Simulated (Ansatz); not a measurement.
`[SiH3]C#C[O][GeH3]`. Total charge 0; spin multiplicity 1. All single points use the PBE0-D4/def2-TZVP geometry.

```xyz
11

Si    2.280   -1.372   -0.522
C     0.668   -0.569   -0.580
C    -0.419   -0.034   -0.639
O    -1.567    0.526   -0.714
Ge   -2.192    1.417    0.757
H     3.117   -0.763    0.545
H     2.985   -1.220   -1.821
H     2.137   -2.824   -0.232
H    -1.180    2.528    1.050
H    -3.549    1.927    0.275
H    -2.281    0.382    1.881
```

Q: What is the dipole moment at B3LYP/def2-TZVPP? (Best estimate.)

A: The calculation gave: 3.78 D, with components (-2.52, 2.04, 1.94) D in this frame, pointing from negative to positive charge.

Q: And with PBE, r2SCAN, ωB97M-V? (Best estimate.)

A: Ansatz gave: PBE 3.80 D, r2SCAN 3.90 D, ωB97M-V 3.84 D.

Q: Give the Mulliken charges with B3LYP, PBE, ωB97M-V in def2-TZVPP. (Estimate.)

A: Ansatz gave: 
| atom | B3LYP | PBE | ωB97M-V |
| --- | --- | --- | --- |
| Si1 | 0.34 | 0.27 | 0.26 |
| C2 | -0.42 | -0.37 | -0.41 |
| C3 | 0.27 | 0.21 | 0.26 |
| O4 | -0.36 | -0.28 | -0.38 |
| Ge5 | 0.30 | 0.28 | 0.24 |
| H6 | -0.08 | -0.06 | -0.04 |
| H7 | -0.07 | -0.06 | -0.03 |
| H8 | -0.07 | -0.06 | -0.04 |
| H9 | 0.03 | 0.02 | 0.05 |
| H10 | 0.02 | 0.02 | 0.04 |
| H11 | 0.03 | 0.02 | 0.05 |

B3LYP here is the variant with VWN-RPA as its local correlation; programs differ in this.
